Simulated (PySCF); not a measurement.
Gas-phase reaction: 3 GeH₂Cl₂ + GeCl₂ ⇌ 2 GeH₃Cl + 2 GeCl₃

Method: PySCF energies plus ideal-gas RRHO corrections (1 bar). † marks an energy on the PBE0/def2-TZVP geometry and frequencies. Open shells (unrestricted): GeCl₃ (multiplicity 2); the rest are closed-shell singlets. Ge: all electrons, no relativistic terms. GeCl₃: computed as isolated molecules; such fragments, hydroxides, amides, oligomers or adducts are transient or little studied in the gas.

M06-2X/def2-TZVP† gives ΔH°(298 K) = 171 kJ.

Problem. What do ωB97M-V/def2-TZVP†, BLYP/def2-TZVP†, PBE0/def2-QZVP† give?

Solution. ωB97M-V/def2-TZVP†: 191 kJ; BLYP/def2-TZVP†: 173 kJ; PBE0/def2-QZVP†: 174 kJ. For scale, ΔH°(298 K) is 171 kJ at this level, 191 kJ at ωB97M-V/def2-TZVP†, and runs from 147 to 193 kJ over the 19 levels computed.
